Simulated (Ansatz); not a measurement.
F$_{2}$Sn, charge -1, doublet (typed; the unrestricted solution is spin-contaminated), at a GFN2-xTB geometry (such geometries of metal compounds can be far from the true shape) (a state made from the parent by changing its charge; the spin is typed, not shown lowest) (all electrons, no relativity) (a gas-phase anion, which may not be bound at this level). Base run: HF/STO-3G run with Ansatz (a first-principles code).

Ansatz was given this input:
Ansatz 0.2 input:
```yaml
crystal:
  periodic: [false, false, false]
  atoms:
    - {symbol: Sn, position_ang: [0.01391959, -0.00751882, 0.33026563]}
    - {symbol: F, position_ang: [0.87048971, 1.67444647, -0.91807744]}
    - {symbol: F, position_ang: [-0.94782076, -1.63267523, -0.91673164]}
basis:
  gaussian:
    orbitals: STO-3G
hamiltonian:
  xc: hf
total_charge: -1
magnetization: {spin_polarized: true, initial_magnetization: 1}
```

The base run was repeated with changes; each row names its change, and settings that it needs were set with it.

```csv
change,E (Eh),<S^2>
base,-6159.10829,1.187
functional = pbe0; dispersion = d3bjatm,-6161.44126,0.754
functional = B97M-V,-6161.56664,0.755
functional = b3lyp; dispersion = d4,-6161.85861,0.752
functional = cam_b3lyp,-6161.97690,0.753
functional = pbe; dispersion = d3bjatm,-6161.08532,0.751
functional = b3lyp5,-6161.58119,0.752
functional = pbe0,-6161.44027,0.754
functional = pbe; dispersion = d4,-6161.08598,0.751
functional = SVWN5,-6154.83398,0.751
functional = pbe,-6161.08424,0.751
functional = lc_wpbe,-6161.13349,0.755
functional = revpbe,-6161.48654,0.752
```

Totals shift with the method and basis; they matter in differences.

A gas-phase anion may not be bound at this level; its values then depend on the basis.
